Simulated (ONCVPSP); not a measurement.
# Transferability test, ONCV potential for N (Z = 7)

N, optimised norm-conserving Vanderbilt (ONCV), made with ONCVPSP 4.0.1 (PBE, scalar-relativistic). Core [He], reference 2s1.5 2p3.5. Waves: 2s: rc 0.75 bohr, ncon 3, nbas 8, qcut 8 1/bohr, 2 projectors, debl 3.8 Ha; 2p: rc 1.25 bohr, ncon 4, nbas 8, qcut 7.4 1/bohr, 2 projectors, debl 1.9 Ha. Local part: polynomial inside 0.45 bohr (lpopt 4, dvloc0 0 Ha). Core correction: none.

Energies are relative to the spin-unpolarised reference configuration 2s1.5 2p3.5; without spin polarisation the order of configurations can differ from experiment.

Problem. Give the all-electron excitation energy and the error of the potential for: 2s2 2p3; 2s2 2p2; 2s2 2p1; 2s1 2p4.

Solution.

| valence configuration | charge | ΔE all-electron (eV) | error AE − PS (meV) |
| --- | --- | --- | --- |
| 2s2 2p3 | 0 | -5.750 | +1.8 |
| 2s2 2p2 | +1 | 7.841 | +24 |
| 2s2 2p1 | +2 | 36.694 | +147 |
| 2s1 2p4 | 0 | 5.757 | +1.1 |
